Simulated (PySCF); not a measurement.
Two-component Hartree-Fock for Ru (ruthenium, neutral)

Start: [Kr] 4d7 5s1; 4d3/2 filled at m_j = -3/2, -1/2, +1/2, +3/2; 4d5/2 filled at m_j = +1/2, +3/2, +5/2; 5s1/2 filled at m_j = +1/2. Calculated with PySCF 2.14 in x2c-SVPall-2c with one added diffuse shell each of s, p, d type (7s9p7d1f, 76 functions): generalised Hartree-Fock with the X2C-1e Hamiltonian and a Gaussian nucleus; one run each with spin-orbit coupling (SO) switched off, then screened by Boettger's factors.

| spinor shell | electrons | ε, spin-free (eV) | ε, screened SO (eV) | weight of nominal j (screened SO) | rms radius, screened SO (bohr) |
| --- | --- | --- | --- | --- | --- |
| 1s1/2 | 2 | -22231.0 | -22229.7 | 1.000 | 0.0384 |
| 2s1/2 | 2 | -3274.8 | -3274.4 | 1.000 | 0.158 |
| 2p1/2 | 2 | -2927.0 | -3017.7 | 1.000 | 0.137 |
| 2p3/2 | 4 | -2927.0 | -2884.6 | 1.000 | 0.142 |
| 3s1/2 | 2 | -610.58 | -610.44 | 1.000 | 0.428 |
| 3p1/2 | 2 | -493.04 | -508.98 | 1.000 | 0.425 |
| 3p3/2 | 4 | -493.04 | -485.47 | 1.000 | 0.436 |
| 3d3/2 | 4 | -304.04 | -306.83 | 0.992 | 0.417 |
| 3d5/2 | 6 | -304.04 | -302.00 | 0.995 | 0.420 |
| 4s1/2 | 2 | -93.563 | -93.509 | 1.000 | 1.09 |
| 4p1/2 | 2 | -58.228 | -62.554 | 0.823 | 1.21 |
| 4p3/2 | 4 | -58.228 | -56.083 | 0.912 | 1.22 |
| 4d5/2 | 3 | -10.760 | -11.488 | 0.760 | 1.83 |
| 4d3/2 | 4 | -10.760 | -10.216 | 0.699 | 1.84 |
| 5s1/2 | 1 | -6.491 | -6.487 | 0.999 | 3.83 |

```csv
quantity,spin-free,screened SO
E (hartree),-4527.26813,-4527.89289
M_J,5,5
⟨J²⟩,30.009,30.009
⟨L²⟩,12.006,12.090
⟨S²⟩,6.003,5.976
```

Each row is a mean over spinors that exchange with the open shell spreads, by up to 7.649 eV (4p3/2).

Rows whose weight is well below 1 are mixtures of j = l ± 1/2: exchange outweighs spin-orbit coupling there, and the label is only the starting occupation.

Breit and QED terms are absent; they matter most for the inner s and p1/2 levels.

Densities and radii are taken from the X2C orbitals without a picture-change correction, which distorts them close to the nucleus.

Without spin-orbit coupling the j labels of p, d and f shells carry no meaning; the spin-free column gives the mean over the occupied spinors of each nl shell.
